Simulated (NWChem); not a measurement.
Molecule: C4H2F2O; SMILES C#CC(F)(F)C=O

```xyz
9

C      1.1423    -2.2052    -0.0132
C      0.4210    -1.2361     0.0322
C     -0.3811    -0.0097     0.0429
F     -0.7553     0.3148     1.2869
F     -1.4968    -0.1714    -0.7110
C      0.4143     1.1567    -0.5795
O      0.8582     2.0516     0.0703
H      1.7726    -3.0766    -0.0434
H      0.5242     1.0701    -1.6887
```
Atoms are numbered in this order, from 1.

Program: NWChem. Pople sets run with spherical d functions. The geometry was optimised at PBE0/def2-SVP. B3LYP is NWChem's, with the RPA form of VWN correlation. Atomic charges in e: unrestrained fits to the electrostatic potential beside Mulliken populations; buried atoms are poorly determined by the fit.

For level B3LYP/def2-SVP:

```
Item         Result
-----------  ------
Mulliken C2    0.27
Mulliken C3    0.43
Mulliken F4   -0.17
Mulliken F5   -0.20
```

### Question
How do the values read with level Hartree-Fock/6-31G* instead?

### Answer
| Quantity | Value |
|---|---|
| Mulliken C2 | -0.05 |
| Mulliken C3 | 0.96 |
| Mulliken F4 | -0.42 |
| Mulliken F5 | -0.44 |
